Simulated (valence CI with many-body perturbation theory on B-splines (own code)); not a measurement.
**Level structure of Te XLVII**

Computed by valence CI with perturbative core correlation (CI+MBPT): four valence electrons over a frozen Dirac-Fock core [He], a basis of 11 s, 11 p, 10 d, 8 f, 5 g, 2 h functions for each j, with the one-electron correlation potential Σ1, the two-electron term Σ2, the three-electron term Σ3, Breit, model QED; selected CI, second order for the rest, scaled by the run's own slope (own B-spline code, finite nucleus).

No measured spectrum was set against this ion. As an estimate, large intervals hold to a few tenths of a per cent, small ones and those within an open d or f shell to about a per cent. Among the levels kept, up to 840 cm⁻¹ of a level comes from second order outside the variational space, and about a tenth of that is noise between levels of different J, which matters for small intervals.

Levels 91 to 135 of 205, with energies above the lowest level, (2s^2 2p1/2^2) J=0. "Leading %" is the weight of the configuration and term that name the level; weights of strongly mixed levels are sums over their largest components and can fall short. In the jj column 3d3/2^4 stands for four electrons in 3d with j = 3/2. Lifetimes count E1, E2, E3, M1 and M2 decay at the calculated energies, and are blank where another channel may lead or the interval is too uncertain; long ones can be off by a factor of two.

```
No.  Configuration  Term  J  E (Ry)  Leading %  Second component  Lifetime                   Leading jj
 91        2s2p²3p   ³P°  1  387.63         35  26 % 2s2p²3p ³S°   19.0 fs  2s 2p1/2 2p3/2 3p3/2 (89 %)
 92        2s2p²3p   ³P°  0  387.78         82  17 % 2s2p²3p ¹S°    364 fs  2s 2p1/2 2p3/2 3p3/2 (99 %)
 93        2s2p²3p   ¹D°  2  387.81         38  34 % 2s2p²3p ³D°   19.4 fs  2s 2p1/2 2p3/2 3p3/2 (96 %)
 94        2s2p²3d    ³D  2  388.05         28   28 % 2s2p²3d ⁵P   2.18 fs  2s 2p1/2 2p3/2 3d3/2 (94 %)
 95        2s2p²3p   ³P°  1  388.26         53  23 % 2s2p²3p ¹P°    174 fs  2s 2p1/2 2p3/2 3p3/2 (97 %)
 96        2s2p²3d    ⁵P  1  388.29         32   26 % 2s2p²3d ³P   2.00 fs  2s 2p1/2 2p3/2 3d3/2 (90 %)
 97        2s2p²3d    ³F  3  388.39         45   21 % 2s2p²3d ⁵D   2.05 fs  2s 2p1/2 2p3/2 3d5/2 (58 %)
 98        2s2p²3d    ³D  1  388.53         33   19 % 2s2p²3d ³P   3.54 fs  2s 2p1/2 2p3/2 3d5/2 (88 %)
 99        2s2p²3d    ³G  5  388.61         54   46 % 2s2p²3d ⁵F   71.3 ps  2s 2p1/2 2p3/2 3d5/2 (98 %)
100        2s2p²3d    ³F  2  389.69         42   37 % 2s2p²3d ³P   8.11 fs  2s 2p1/2 2p3/2 3d5/2 (65 %)
101          2p³3s   ³P°  2  389.79         38    26 % 2p³3s ⁵S°   29.9 fs      2p1/2^2 2p3/2 3s (84 %)
102        2s2p²3d    ³D  3  389.92         54   24 % 2s2p²3d ¹F   3.27 fs  2s 2p1/2 2p3/2 3d5/2 (90 %)
103          2p³3s   ³D°  1  390.36         25    25 % 2p³3s ¹P°   17.2 fs      2p1/2^2 2p3/2 3s (84 %)
104        2s2p²3d    ³F  4  390.37         54   28 % 2s2p²3d ¹G   2.31 fs  2s 2p1/2 2p3/2 3d5/2 (86 %)
105        2s2p²3d    ³D  1  390.63         59   13 % 2s2p²3d ¹P   2.74 fs  2s 2p1/2 2p3/2 3d5/2 (85 %)
106        2s2p²3d    ³G  3  390.76         53   19 % 2s2p²3d ¹F   20.1 fs  2s 2p1/2 2p3/2 3d3/2 (96 %)
107        2s2p²3d    ³P  0  391.10         75   21 % 2s2p²3d ¹S   2.46 fs  2s 2p1/2 2p3/2 3d5/2 (93 %)
108        2s2p²3d    ³D  1  391.27         58   18 % 2s2p²3d ¹P   10.1 fs  2s 2p1/2 2p3/2 3d3/2 (92 %)
109        2s2p²3d    ³F  2  391.29         41   24 % 2s2p²3d ¹D   3.86 fs  2s 2p1/2 2p3/2 3d3/2 (66 %)
110        2s2p²3d    ¹D  2  391.89         33   17 % 2s2p²3d ³F   1.98 fs  2s 2p1/2 2p3/2 3d3/2 (80 %)
111        2s2p²3d    ¹P  1  392.29         43   22 % 2s2p²3d ³P   2.20 fs  2s 2p1/2 2p3/2 3d3/2 (77 %)
112        2s2p²3d    ³P  0  392.64         62   37 % 2s2p²3d ¹S   2.32 fs  2s 2p1/2 2p3/2 3d3/2 (95 %)
113        2s2p²3d    ³D  3  392.67         41   28 % 2s2p²3d ³F   9.45 fs  2s 2p1/2 2p3/2 3d5/2 (94 %)
114        2s2p²3d    ³F  4  392.90         40   34 % 2s2p²3d ³G   9.71 fs  2s 2p1/2 2p3/2 3d5/2 (99 %)
115          2p³3p    ⁵P  1  393.35         19     18 % 2p³3p ³P   12.4 fs   2p1/2^2 2p3/2 3p1/2 (80 %)
116        2s2p²3d    ³P  2  393.47         31   11 % 2s2p²3d ³D   3.38 fs  2s 2p1/2 2p3/2 3d5/2 (61 %)
117        2s2p²3d    ¹F  3  393.63         40   33 % 2s2p²3d ³F   2.18 fs  2s 2p1/2 2p3/2 3d5/2 (95 %)
118        2s2p²3d    ³P  1  393.66         48   23 % 2s2p²3d ³S   3.12 fs  2s 2p1/2 2p3/2 3d5/2 (85 %)
119        2s2p²3d    ¹D  2  393.70         13   11 % 2s2p²3d ³F   3.85 fs   2p1/2^2 2p3/2 3p1/2 (44 %)
120        2s2p²3d    ³D  2  393.83         48   14 % 2s2p²3d ¹D   3.16 fs  2s 2p1/2 2p3/2 3d5/2 (90 %)
121        2s2p²3s    ⁵P  3  394.09         52   43 % 2s2p²3s ³D   72.4 fs         2s 2p3/2^2 3s (93 %)
122        2s2p²3s    ³P  2  395.28         50   22 % 2s2p²3s ¹D   18.3 fs         2s 2p3/2^2 3s (97 %)
123        2s2p²3p   ³P°  2  399.03         29  20 % 2s2p²3p ⁵P°   29.7 fs      2s 2p3/2^2 3p1/2 (98 %)
124        2s2p²3p   ³D°  3  399.28         45  16 % 2s2p²3p ³F°   11.9 fs      2s 2p3/2^2 3p1/2 (98 %)
125        2s2p²3s    ³S  1  399.30         47      9 % 2p³3p ¹P   15.8 fs         2s 2p3/2^2 3s (66 %)
126          2p³3p    ³D  3  399.50         45     29 % 2p³3p ⁵P   11.6 fs   2p1/2^2 2p3/2 3p3/2 (96 %)
127        2s2p²3s    ³P  1  399.52         19   19 % 2s2p²3s ³S   14.5 fs         2s 2p3/2^2 3s (57 %)
128        2s2p²3s    ³P  2  399.82         63   15 % 2s2p²3s ¹D   49.2 fs         2s 2p3/2^2 3s (94 %)
129        2s2p²3s    ¹P  1  399.86         38   18 % 2s2p²3s ³D   13.1 fs         2s 2p3/2^2 3s (72 %)
130        2s2p²3s    ¹S  0  400.71         70   29 % 2s2p²3s ³P   36.7 fs         2s 2p3/2^2 3s (97 %)
131          2p³3p    ³P  2  400.87         40     16 % 2p³3p ¹D   10.5 fs   2p1/2^2 2p3/2 3p3/2 (93 %)
132          2p³3p    ³P  0  402.10         72     25 % 2p³3p ¹S   10.7 fs   2p1/2^2 2p3/2 3p3/2 (96 %)
133          2p³3d   ³D°  2  403.13         32    20 % 2p³3d ³F°   46.8 fs   2p1/2^2 2p3/2 3d3/2 (95 %)
134          2p³3d   ³F°  3  403.50         26    21 % 2p³3d ³D°    235 fs   2p1/2^2 2p3/2 3d3/2 (92 %)
135          2p³3d   ³D°  1  403.70         28    26 % 2p³3d ⁵D°   11.0 fs   2p1/2^2 2p3/2 3d3/2 (91 %)
```
